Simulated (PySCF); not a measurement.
UHF on Ni¹⁶⁺ (nickel, charge +16)

Configuration: [Ne] 3s2, closed-shell 1S. All numbers are calculated (PySCF 2.14, the spin-free X2C one-electron Hamiltonian (Gaussian nucleus), in an uncontracted even-tempered set (18 s from 1.4 bohr⁻², ratio 2.5; 11 p from 1.8 bohr⁻², ratio 2.5; 5 d from 7.1 bohr⁻², ratio 2.7; 4 f from 11 bohr⁻², ratio 2.7)).

```json
{"Total energy": "-1392.971784 hartree", "One-electron energy": "-1647.9765 hartree", "Hartree (Coulomb) energy": "301.6321 hartree", "Exchange energy": "-46.6274 hartree", "⟨S²⟩": "0.0000", "⟨L²⟩": "0.000", "Sum of ⟨r⟩": "3.098 bohr", "Sum of ⟨r²⟩": "1.347 bohr²"}
```

| shell | electrons | mean orbital energy (eV) | rms radius, mean of both spins (bohr) |
| --- | --- | --- | --- |
| 1s | 2 | -8974.7 | 0.0624 |
| 2s | 2 | -1596.8 | 0.260 |
| 2p | 6 | -1448.1 | 0.234 |
| 3s | 2 | -567.01 | 0.662 |

Densities and radii are taken from the X2C orbitals without a picture-change correction, which distorts them close to the nucleus.

Spin-orbit constants ζ (cm⁻¹) from the X2C one-electron operator on these orbitals: bare nucleus, nucleus screened by l(l+1)(2l+1)/3 electrons, and screened by the Breit-Pauli mean field of the electrons.

| shell | bare | screened nucleus | mean field |
| --- | --- | --- | --- |
| 2p | 101000 | 93780 | 90690 |
